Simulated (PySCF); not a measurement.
**Basis-set dependence of population analyses: `C/C=C/CO[SiH3]`**

C4H10OSi.
Numbering: `[CH3:1]/[CH:2]=[CH:3]/[CH2:4][O:5][SiH3:6]` (hydrogens: H7, H8, H9 on C1; H10 on C2; H11 on C3; H12, H13 on C4; H14, H15, H16 on Si6)

PBE0 throughout (PySCF), one geometry, spherical d and f functions. Geometry: PBE0-D3(BJ)/def2-SVP, one conformer, isolated molecule. Atoms taken as equivalent share a column and are averaged. The first 7 of 11 kinds of atom are listed.

Mulliken charges (e):

```csv
basis,functions,C1,C2,C3,C4,O5,Si6,H7/H8/H9
STO-3G,44,-0.239,-0.083,-0.092,-0.049,-0.370,+0.656,+0.084
6-31G,78,-0.552,-0.096,-0.164,-0.065,-0.749,+0.804,+0.173
6-31G*,108,-0.576,-0.104,-0.190,-0.077,-0.588,+0.574,+0.182
def2-SVP,138,-0.028,-0.106,-0.169,+0.258,-0.507,+0.546,+0.048
"6-311+G(2d,p)",230,-0.780,+0.130,+0.144,-0.338,-0.592,+0.690,+0.147
def2-TZVP,252,-0.340,-0.120,-0.195,-0.001,-0.343,+0.279,+0.124
```

IAO charges (e):

| basis | functions | C1 | C2 | C3 | C4 | O5 | Si6 | H7/H8/H9 |
| --- | --- | --- | --- | --- | --- | --- | --- | --- |
| STO-3G | 44 | -0.400 | -0.135 | -0.149 | -0.131 | -0.461 | +0.770 | +0.139 |
| 6-31G | 78 | -0.435 | -0.135 | -0.168 | -0.074 | -0.586 | +0.685 | +0.149 |
| 6-31G* | 108 | -0.414 | -0.134 | -0.166 | -0.042 | -0.623 | +0.828 | +0.143 |
| def2-SVP | 138 | -0.404 | -0.133 | -0.165 | -0.039 | -0.619 | +0.837 | +0.140 |
| 6-311+G(2d,p) | 230 | -0.425 | -0.143 | -0.175 | -0.048 | -0.640 | +0.856 | +0.148 |
| def2-TZVP | 252 | -0.425 | -0.143 | -0.175 | -0.045 | -0.642 | +0.867 | +0.148 |

Hirshfeld charges (e):

```json
{"basis": "STO-3G", "functions": "44", "C1": "-0.034", "C2": "-0.035", "C3": "-0.049", "C4": "+0.068", "O5": "-0.237", "Si6": "+0.435", "H7/H8/H9": "+0.019"}
{"basis": "6-31G", "functions": "78", "C1": "-0.097", "C2": "-0.045", "C3": "-0.066", "C4": "+0.028", "O5": "-0.250", "Si6": "+0.378", "H7/H8/H9": "+0.039"}
{"basis": "6-31G*", "functions": "108", "C1": "-0.098", "C2": "-0.048", "C3": "-0.065", "C4": "+0.026", "O5": "-0.220", "Si6": "+0.360", "H7/H8/H9": "+0.039"}
{"basis": "def2-SVP", "functions": "138", "C1": "-0.111", "C2": "-0.047", "C3": "-0.065", "C4": "+0.012", "O5": "-0.200", "Si6": "+0.379", "H7/H8/H9": "+0.043"}
{"basis": "6-311+G(2d,p)", "functions": "230", "C1": "-0.115", "C2": "-0.053", "C3": "-0.069", "C4": "+0.002", "O5": "-0.222", "Si6": "+0.387", "H7/H8/H9": "+0.045"}
{"basis": "def2-TZVP", "functions": "252", "C1": "-0.118", "C2": "-0.051", "C3": "-0.067", "C4": "+0.003", "O5": "-0.214", "Si6": "+0.378", "H7/H8/H9": "+0.045"}
```

Q: Which scheme is steadiest as the basis changes?

A: Largest range over the bases for any column: Hirshfeld 0.08 e, IAO 0.18 e, Mulliken 0.75 e. Hirshfeld charges move least and Mulliken charges most, counted in e. Without the minimal STO-3G basis the ranges are Hirshfeld 0.05, IAO 0.18, Mulliken 0.75 e.

Q: How much do the charges still move between the two largest bases, 6-311+G(2d,p) and def2-TZVP?

A: At most, over all atoms: Mulliken 0.440 e, IAO 0.011 e, Hirshfeld 0.009 e.

Q: What do the same runs give for the total energy, the frontier levels and the dipole moment?

A: 
```json
{"basis": "STO-3G", "energy (Eh)": "-516.4775", "HOMO (eV)": "-3.95", "LUMO (eV)": "3.92", "μ (D)": "0.67"}
{"basis": "6-31G", "energy (Eh)": "-522.6224", "HOMO (eV)": "-6.61", "LUMO (eV)": "0.60", "μ (D)": "1.12"}
{"basis": "6-31G*", "energy (Eh)": "-522.7288", "HOMO (eV)": "-6.68", "LUMO (eV)": "0.67", "μ (D)": "0.79"}
{"basis": "def2-SVP", "energy (Eh)": "-522.4942", "HOMO (eV)": "-6.87", "LUMO (eV)": "0.74", "μ (D)": "0.77"}
{"basis": "6-311+G(2d,p)", "energy (Eh)": "-522.8347", "HOMO (eV)": "-6.93", "LUMO (eV)": "-0.03", "μ (D)": "0.77"}
{"basis": "def2-TZVP", "energy (Eh)": "-522.8570", "HOMO (eV)": "-6.93", "LUMO (eV)": "0.24", "μ (D)": "0.75"}
```

The dipole is fixed by the density alone, so its range of 0.45 D shows that the density itself changes with the basis, not only its division among atoms.
